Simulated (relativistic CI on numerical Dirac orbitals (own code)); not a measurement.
## What each ingredient does to the levels of Lu XLV

Base calculation: Dirac-Coulomb-Breit CI, KLI orbitals optimised for each configuration, model QED, unscaled Slater integrals.

Configurations in the expansion (outside the closed core [Ne]): 3s²3p⁶3d⁹, 3s²3p⁵3d¹⁰, 3s3p⁶3d¹⁰, 3s²3p⁶3d⁸4s, 3s²3p⁶3d⁸4p, 3s²3p⁴3d¹⁰4s, 3s²3p⁶3d⁸4d, 3s²3p⁴3d¹⁰4p, 3s²3p⁵3d⁹4s, 3s²3p⁶3d⁸4f, 3s²3p⁴3d¹⁰4d, 3s3p⁵3d¹⁰4s, 3s²3p⁵3d⁹4p, 3s3p⁵3d¹⁰4p, 3s²3p⁶3d⁷4s², 3s²3p⁵3d⁹4d. Levels of other configurations are missing.

Variants: (1) configuration mixing switched off. Shifts of the energy above 3s²3p⁶3d⁹ ²D5/2, in eV, for the lowest level and the first level of each name with at least 55 % of one term (blank where a level changes its place among those of its configuration and J or its character, or is not in the variant):

```tsv
Level	Base	Δ(1)
3s²3p⁶3d⁹ ²D5/2	0.00	0.00
3s²3p⁶3d⁹ ²D3/2	54.47	-0.02
3s²3p⁵3d¹⁰ ²P°3/2	416.02	+0.94
3s²3p⁵3d¹⁰ ²P°1/2	667.75	+1.15
3s3p⁶3d¹⁰ ²S1/2	891.38	+0.09
3s²3p⁶3d⁸4s ⁴F9/2	1435.21	+0.40
3s²3p⁶3d⁸4s ²F7/2	1438.12	+0.34
3s²3p⁶3d⁸4s ⁴F7/2	1488.92	+0.32
3s²3p⁶3d⁸4s ⁴F5/2	1489.59	+0.35
3s²3p⁶3d⁸4s ²G9/2	1503.44	+0.38
3s²3p⁶3d⁸4s ²G7/2	1503.97	+0.41
3s²3p⁶3d⁸4s ²P1/2	1504.64	+0.81
3s²3p⁶3d⁸4s ⁴F3/2	1548.21	
3s²3p⁶3d⁸4p ²P°1/2	1551.18	+1.97
3s²3p⁶3d⁸4p ⁴G°7/2	1577.64	+0.28
3s²3p⁶3d⁸4p ⁴P°1/2	1589.88	+0.98
3s²3p⁶3d⁸4p ²H°9/2	1591.72	+0.26
3s²3p⁶3d⁸4p ⁴G°11/2	1609.13	+0.32
3s²3p⁶3d⁸4p ⁴F°9/2	1612.08	+0.38
3s²3p⁶3d⁸4p ⁴G°9/2	1662.93	+0.27
3s²3p⁶3d⁸4p ⁴F°7/2	1664.55	+0.36
3s²3p⁶3d⁸4p ²H°11/2	1675.84	+0.30
```

At this charge energies of transitions that change n are usually good to better than 1 %, and those within a shell (Δn = 0) to a few per cent.

Ionisation energy from the two ground configurations alone: base 3705.55 eV. The NIST ASD value (theoretical) is 3706 eV.

LS names give the leading component of a level, which can be under half, so a name can repeat, a term be missing and a line seem to break the LS rules.
